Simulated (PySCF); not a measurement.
**Adding and removing an electron: HgB**

PBE; basis Hg cc-pVDZ-PP with ECP60, B cc-pVDZ; scalar-relativistic core potentials; PySCF 2.14. Neutral (UKS): doublet (π ↑), Re = 2.290 Å, ωe = 306 cm⁻¹, De = 0.52 eV, HOMO -4.09 eV, LUMO -3.71 eV.

HgB⁺ (UKS): singlet (closed shell), Re = 2.342 Å, ωe = 311 cm⁻¹, De = 1.80 eV to Hg + B⁺. The energies at the minima are -178.16698 hartree for HgB and -177.89483 for HgB⁺.

(1) Work out the adiabatic ionisation energy, without and with harmonic zero-point energies (1 hartree = 27.2114 eV, 1 eV = 8065.5 cm⁻¹), and the change of the bond length.

These are scalar-relativistic numbers at best; spin–orbit coupling would shift them, the dissociation energy most. For an ion De counts to the pair picked by the measured ionisation energies or electron affinities, which need not be the lowest pair at this level. States were picked by a PBE0 search and need not be the measured ground states.

Results:

(1) At PBE: 0.27215 hartree = 7.406 eV between the minima; the zero-point term (311.0 − 306.0)/2 cm⁻¹ = +0.000 eV makes it 7.406 eV. Re changes by +5.2 pm against the neutral. The electron leaves a π orbital, and the longer bond of the ion fits a bonding orbital, or a change in how ionic the bond is.
